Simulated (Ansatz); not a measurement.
`[SnH3][CH2]C1=CC1` and `[SiH3]C1=CC1` differ in one atom or group.

Ansatz, PBE0-D4/def2-TZVP geometries, multiplicity 1. Each molecule was computed in one conformer, which needn't be the lowest.

Elements past krypton have def2 core potentials.

```csv
property,`[SnH3][CH2]C1=CC1`
LUMO energy (B3LYP/def2-TZVPP) / eV,-0.42
HOMO–LUMO gap (B3LYP/def2-TZVPP) / eV,5.91
HOMO–LUMO gap (PBE/def2-TZVPP) / eV,4.41
size of the dipole moment (PBE/def2-TZVPP) / D,0.94
LUMO energy (ωB97M-V/def2-TZVPP) / eV,1.35
HOMO energy (ωB97M-V/def2-TZVPP) / eV,-8.64
```

(1) What does the change do to each property? (An estimate is asked.)

Results:

(1) Ansatz gave: 
| property | `[SiH3]C1=CC1` | shift |
| --- | --- | --- |
| LUMO energy (B3LYP/def2-TZVPP) / eV | -0.79 | -0.37 |
| HOMO–LUMO gap (B3LYP/def2-TZVPP) / eV | 6.33 | 0.42 |
| HOMO–LUMO gap (PBE/def2-TZVPP) / eV | 4.62 | 0.21 |
| size of the dipole moment (PBE/def2-TZVPP) / D | 0.55 | -0.39 |
| LUMO energy (ωB97M-V/def2-TZVPP) / eV | 1.52 | 0.17 |
| HOMO energy (ωB97M-V/def2-TZVPP) / eV | -9.54 | -0.90 |

With PBE0 the HOMO falls by 0.82 eV and the LUMO falls by 0.42 eV, so the gap widens by about 0.40 eV. PBE moves the HOMO by -0.75 eV and ωB97M-V by -0.90 eV. Dipoles are sizes alone; their direction can turn.

B3LYP here is the variant with VWN-RPA as its local correlation; programs differ in this.
